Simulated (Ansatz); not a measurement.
Geometry optimisation, RKS PBE-D4/6-31G* (Ansatz).

Input:

```yaml
crystal:
  periodic: [false, false, false]
  atoms:
    - { symbol: B, position_ang: [-0.024015, -0.246567, -0.147256] }
    - { symbol: Cl, position_ang: [-0.026085, -0.875542, 1.583703] }
    - { symbol: "N", position_ang: [1.235186, -0.019283, -0.749383] }
    - { symbol: H, position_ang: [2.102899, -0.154479, -0.241224] }
    - { symbol: H, position_ang: [1.352313, 0.337939, -1.693427] }
    - { symbol: "N", position_ang: [-1.280734, -0.064266, -0.768928] }
    - { symbol: H, position_ang: [-2.151368, -0.245801, -0.280567] }
    - { symbol: H, position_ang: [-1.396886, 0.27321, -1.720542] }
    - { symbol: H, position_ang: [-0.090402, 1.940347, 0.841048] }
    - { symbol: H, position_ang: [-0.07331, 1.704342, 1.512875] }
basis:
  gaussian: { orbitals: "6-31G*" }
hamiltonian:
  xc: pbe
  dispersion: d4
relax:
  f_tol: 0.03
  max_steps: 50
```

Command:

```bash
$ ansatz run input.yaml --threads 1 --pin off --max-ram 2048MiB --backend cpu --events-out ev --progress --plain --runs-dir out
```

Task: Where does it end, and by what steps?

Result: The forces met the threshold. The force dipped under the threshold on the way, but the program's further checks kept it going. After 24 steps the energy has fallen by 0.203 eV; H9 moved furthest, 1.22 Å.

| step | energy less start (eV) | largest force component (eV/Å) | accepted |
| --- | --- | --- | --- |
| 0 | 0.0000 | 1.457 | yes |
| 1 | -0.1399 | 0.380 | yes |
| 2 | -0.1743 | 0.228 | yes |
| 3 | -0.1860 | 0.132 | yes |
| 4 | -0.1912 | 0.074 | yes |
| 5 | -0.1926 | 0.046 | yes |
| 6 | -0.1932 | 0.016 | yes |
| 7 | -0.1856 | 0.539 | no |
| 8 | -0.1939 | 0.090 | yes |
| 9 | -0.1939 | 0.189 | no |
| 10 | -0.1946 | 0.052 | yes |
| 11 | -0.1953 | 0.107 | yes |
| 12 | -0.1944 | 0.359 | no |
| 13 | -0.1963 | 0.057 | yes |
| 14 | -0.1972 | 0.042 | yes |
| 15 | -0.1981 | 0.168 | yes |
| 16 | -0.2005 | 0.031 | yes |
| 17 | -0.2013 | 0.139 | yes |
| 18 | -0.1995 | 0.450 | no |
| 19 | -0.2022 | 0.019 | yes |
| 20 | -0.1965 | 0.634 | no |
| 21 | -0.2025 | 0.025 | yes |
| 22 | -0.2026 | 0.108 | yes |
| 23 | -0.2028 | 0.049 | yes |
| 24 | -0.2029 | 0.022 | yes |

```xyz
10
Properties=species:S:1:pos:R:3
B -0.013 -0.422 -0.248
Cl -0.013 -1.032 1.456
N 1.243 -0.183 -0.856
H 2.116 -0.342 -0.365
H 1.354 0.164 -1.805
N -1.270 -0.219 -0.868
H -2.143 -0.409 -0.387
H -1.382 0.122 -1.819
H -0.129 2.860 1.637
H -0.115 2.111 1.591
```

The run took 63 s on 1 thread of Arm Neoverse V1, on a shared host, peak memory 0.12 GiB.
